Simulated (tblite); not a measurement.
C4H9BrSeSi.
SMILES with atom numbers: `[Br:1][SiH2:2][Se:3][CH2:4][CH:5]1[CH2:6][CH2:7]1` (hydrogens: H8, H9 on Si2; H10, H11 on C4; H12 on C5; H13, H14 on C6; H15, H16 on C7)

Computed with GFN2-xTB (tblite), gas phase: L-BFGS steps from a force-field or distance-geometry start until the largest atomic force falls under 0.01 eV/Å.

Step 3: E = -603.6261 eV
```
atom  x, y, z in Å  |  force x, y, z in eV/Å
Br1     3.2090    2.4326    0.3985   -0.042  -0.114   0.130
Si2     3.1983    0.2280    0.6770   -0.215  -0.147  -0.270
Se3     1.7096   -0.7211   -0.7998    0.098   0.133  -0.103
C4     -0.0005    0.3223   -0.6256    0.385  -0.075   0.077
C5     -0.8812   -0.3319    0.3851    0.220   0.034   0.096
C6     -2.2392    0.2103    0.6961   -0.025   0.108   0.053
C7     -2.0945   -1.0103   -0.1448   -0.069  -0.133  -0.136
H8      2.8784   -0.1192    2.0470   -0.171   0.197   0.188
H9      4.5462   -0.2364    0.4055   -0.021   0.025  -0.213
H10    -0.4772    0.2873   -1.6059    0.250   0.138  -0.049
H11     0.2650    1.3407   -0.3685    0.153   0.288   0.006
H12    -0.3449   -0.7639    1.2221   -0.062  -0.175  -0.008
H13    -2.5414    1.1302    0.2341   -0.120   0.151  -0.159
H14    -2.6018    0.0885    1.6965   -0.064   0.043   0.308
H15    -2.3360   -1.9802    0.2337   -0.331  -0.239   0.156
H16    -2.2974   -0.8677   -1.1949    0.014  -0.234  -0.077
```

Step 4: E = -603.6682 eV
```
atom  x, y, z in Å  |  force x, y, z in eV/Å
Br1     3.2062    2.4147    0.4093   -0.051   0.114   0.087
Si2     3.1902    0.2230    0.6714   -0.206  -0.285  -0.149
Se3     1.7231   -0.7216   -0.8175   -0.017   0.180  -0.014
C4      0.0157    0.3251   -0.6111    0.341   0.163  -0.182
C5     -0.8787   -0.3266    0.3865   -0.041  -0.101  -0.031
C6     -2.2402    0.2104    0.6958   -0.048   0.124   0.198
C7     -2.0991   -1.0127   -0.1386    0.095  -0.217   0.066
H8      2.8685   -0.1010    2.0498   -0.150   0.162   0.111
H9      4.5362   -0.2314    0.3899    0.036  -0.021  -0.189
H10    -0.4495    0.2987   -1.5987    0.175   0.085  -0.036
H11     0.2742    1.3599   -0.3749    0.133  -0.015   0.080
H12    -0.3550   -0.7745    1.2111    0.103  -0.233   0.268
H13    -2.5449    1.1275    0.2306   -0.119   0.167  -0.157
H14    -2.6014    0.0944    1.7034   -0.005   0.054   0.127
H15    -2.3610   -1.9846    0.2330   -0.178  -0.103   0.216
H16    -2.2919   -0.8924   -1.1839   -0.067  -0.076  -0.395
```

Question: Estimate the geometry and energy of step 5. (The exact step hangs on the optimiser's Hessian estimate; all steps are aligned on step 4, rigid shifts and turns removed.)

Answer: E = -603.6927 eV, largest force 0.331 eV/Å
```
atom  x, y, z in Å  |  force x, y, z in eV/Å
Br1     3.2034    2.4050    0.4180   -0.058   0.182   0.065
Si2     3.1810    0.2144    0.6648   -0.111  -0.268   0.015
Se3     1.7316   -0.7184   -0.8293   -0.091   0.146  -0.011
C4      0.0327    0.3293   -0.6048    0.116   0.188  -0.177
C5     -0.8786   -0.3249    0.3870    0.076  -0.148  -0.034
C6     -2.2404    0.2117    0.6974   -0.105   0.176   0.205
C7     -2.0999   -1.0161   -0.1337    0.030  -0.297   0.006
H8      2.8590   -0.0859    2.0539   -0.121   0.136   0.004
H9      4.5303   -0.2285    0.3760    0.014  -0.038  -0.158
H10    -0.4281    0.3078   -1.5949    0.123   0.059  -0.045
H11     0.2830    1.3728   -0.3774    0.126  -0.170   0.130
H12    -0.3596   -0.7860    1.2089    0.108  -0.170   0.263
H13    -2.5496    1.1292    0.2253   -0.065   0.037  -0.071
H14    -2.6016    0.0992    1.7115    0.056   0.073  -0.065
H15    -2.3811   -1.9906    0.2372   -0.029   0.103   0.190
H16    -2.2896   -0.9102   -1.1837   -0.070  -0.011  -0.313
```

The energy changes by -0.0245 eV. The first-order estimate −F·Δx gives -0.0350 eV and the mean of the old and new forces, exact on a quadratic surface, -0.0245 eV. The step makes an angle of 56° with the force vector and moves no atom by more than 0.024 Å.

The cost below is that of the whole relaxation. Hardware: Arm Neoverse N1, one thread, no GPU (shared host). Cost: 1.8 s of wall time.
